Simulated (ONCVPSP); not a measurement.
## What one change does to a pseudopotential (P (Z = 15), ONCV)

ONCVPSP 4.0.1 input, shortened (lines: element, Z, core and valence counts, functional; n l f; lmax; l rc ep ncon nbas qcut; lloc lpopt rc5 dvloc0; l nproj debl; icmod fcfact rcfact), PBE, scalar-relativistic:

```
  P 15.00    1    4        4      upf
    1    0    2.00
    2    0    2.00
    2    1    6.00
    3    0    2.00
    3    1    2.50
    2
    0    0.90    0.00    5    9   11.40
    1    0.70    0.00    4    8   24.70
    2    0.75    0.04    4    8   15.30
    4    5    0.45    1.00
    0    2    1.00
    1    2    3.20
    2    2    1.10
    3    2.50    1.05
```

Change: p: rc 0.82.

Cutoffs: the cutoffs (Ha) at which the residual kinetic energy of the hardest occupied pseudo-wave falls to 1 and 0.1 mHa per electron; they do not see the model core or the augmentation charge, which bear on the density cutoff. Errors are all-electron minus pseudo energies relative to the spin-unpolarised reference configuration.

Task: What does the change do?

Result: The potential gets softer (194 Ha and 223 Ha → 155 Ha and 178 Ha); of the 4 tests that both files solve, the error grows in 1 and shrinks in 0 by more than 15 % and 0.3 meV (median size 0.7 → 0.8 meV); neither file shows a bound ghost. A larger radius leaves more room for a smooth pseudo-wave, so fewer plane waves are needed.

| quantity | base | changed |
| --- | --- | --- |
| cutoff, loose | 194 Ha | 155 Ha |
| cutoff, tight | 223 Ha | 178 Ha |
| loose cutoff by channel | s 35 Ha, p 194 Ha | s 35 Ha, p 155 Ha |
| bound ghosts | none | none |
| GHOST(+) flags under 300 eV | none | none |
| error for 2s2 2p6 3s2 3p3, meV [ΔE -3.77 eV] | -0.1 | 0.0 |
| error for 2s2 2p6 3s2 3p2, meV [ΔE 5.95 eV] | +0.2 | +0.1 |
| error for 2s2 2p6 3s2 3p1, meV [ΔE 25.10 eV] | +1.3 | +1.4 |
| error for 2s1 2p6 3s2 3p3, meV [ΔE 184.78 eV] | -340 | -392 |
| s: phases at 0.91 bohr within 0.05 rad from the reference energy up to (Ha; the scan ends near 5) | to the end of the scan | to the end of the scan |
| d: phases at 0.76 bohr within 0.05 rad from the reference energy up to (Ha; the scan ends near 5) | to the end of the scan | to the end of the scan |
| rms error of d²Exc/dni dnj with the model core, mHa | 2.47 | 2.25 |
